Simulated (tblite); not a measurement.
Species: C6H14S2.
SMILES with atom numbers: `[CH3:1][CH2:2][C@H:3]([CH2:4][S:5][CH3:6])[S:7][CH3:8]` (hydrogens: H9, H10, H11 on C1; H12, H13 on C2; H14 on C3; H15, H16 on C4; H17, H18, H19 on C6; H20, H21, H22 on C8)

Structure used (GFN2-xTB), in Å, numbered top down from 1:
```
atom  x, y, z in Å
C1    -0.8761    2.3631    0.1058
C2    -0.3865    1.1525   -0.6767
C3    -0.0169   -0.0170    0.2263
C4     0.5721   -1.1870   -0.5426
S5     2.1801   -0.8031   -1.3117
C6     3.2560   -0.8349    0.1486
S7    -1.4194   -0.6056    1.2583
C8    -2.6687   -1.0721    0.0272
H9    -1.7384    2.1012    0.7150
H10   -0.0953    2.7337    0.7662
H11   -1.1602    3.1614   -0.5750
H12   -1.1501    0.8343   -1.3903
H13    0.5032    1.4185   -1.2534
H14    0.6911    0.3187    0.9892
H15   -0.0709   -1.4637   -1.3780
H16    0.7117   -2.0521    0.1071
H17    3.0278    0.0025    0.8016
H18    3.1261   -1.7784    0.6710
H19    4.2739   -0.7488   -0.2169
H20   -2.2852   -1.8551   -0.6195
H21   -3.5145   -1.4458    0.5950
H22   -2.9704   -0.2028   -0.5487
```

Method: GFN2-xTB as coded in tblite; computed harmonic values from a numerical Hessian at the method's own geometry, unscaled. The method is semi-empirical: single wavenumbers can be off by several per cent or more. One conformer, not necessarily the lowest.

Harmonic wavenumbers (cm⁻¹): 29.6, 42.2, 70.6, 86.7, 131.4, 147.1, 171.5, 190.8, 204.6, 241.7, 278.8, 301.9, 411.7, 450.2, 665.8, 720.2, 733.5, 748.1, 820.6, 840.4, 920.7, 937.3, 942.7, 943.7, 970.8, 1059.3, 1063.5, 1085.3, 1117.2, 1174.0, 1212.2, 1236.1, 1268.2, 1282.6, 1313.3, 1318.6, 1344.0, 1417.3, 1434.7, 1446.0, 1450.4, 1454.3, 1455.1, 1493.1, 1496.9, 1503.6, 2950.4, 2963.9, 2971.8, 2981.7, 2997.3, 3024.3, 3028.1, 3031.2, 3035.0, 3036.4, 3039.3, 3044.0, 3060.9, 3063.1.

A = 1988, B = 782.5, C = 680.3 MHz; mass 150.054 u (most abundant isotopes); point group C1, symmetry number 1.

Problem. What is the zero-point energy?

Solution. Half the sum of the wavenumbers: 40928 cm⁻¹ = 117.02 kcal/mol.

Problem. Entropy at 200 K, 1 bar (ideal gas, RRHO, classical rotation)?

Solution. Translation 38.97, rotation 28.91, vibration 28.56: S = 96.4 cal/(mol K).

Problem. And Cp and H(200 K) − H(0)?

Solution. Cp = 33.32 cal/(mol K), of which vibrations give 25.37 (their classical limit is 60 R = 119.2); H(200 K) − H(0) = 4.49 kcal/mol without the zero-point energy, 2.90 from vibrations.

Problem. How do the functions run with temperature in this model?

Solution. 
```csv
T (K),S (cal/(mol K)),Cp (cal/(mol K)),H − H(0) (kcal/mol),G − H(0) (kcal/mol),ln q(vib)
50,63.0,16.4,0.59,-2.56,1.19
100,76.8,23.9,1.61,-6.08,3.20
298.15,111.5,43.1,8.22,-25.02,10.48
373.15,122.0,51.1,11.76,-33.79,12.91
500,138.7,63.3,19.03,-50.34,16.84
750,168.0,81.0,37.23,-88.78,24.13
1000,193.1,93.1,59.09,-134.00,30.84
```

q(vib) and H(0) count from the zero-point level.

Problem. Blend soft modes into free rotors: weight 1/[1 + (100 cm⁻¹/ν̃)⁴] for the oscillator and the rest for a rotor with moment μB/(μ + B), μ = h/(8π²ν), B = 10⁻⁴⁴ kg m². What vibrational entropy results?

Solution. 25.60 cal/(mol K) in place of 28.56, which changes −T·S at 200 K by +0.59 kcal/mol.

Problem. Which modes carry the vibrational entropy at 200 K?

Solution. 29.6 cm⁻¹: 5.06; 42.2 cm⁻¹: 4.36; 70.6 cm⁻¹: 3.35; 86.7 cm⁻¹: 2.96; 131.4 cm⁻¹: 2.17; 147.1 cm⁻¹: 1.96 cal/(mol K); the other 54 give 8.68 together.

Problem. What must be added to the electronic energy to get the Gibbs energy at 200 K and 1 bar?

Solution. ZPE + [H(200 K) − H(0)] − T·S = 117.02 + 4.49 − 19.29 = 102.22 kcal/mol.

Hindered rotation and anharmonicity are outside this model. Other conformers, if any are populated, would add a mixing term that is left out. The structure is chiral; the term R ln 2 for an equal mix with its mirror image is left out.
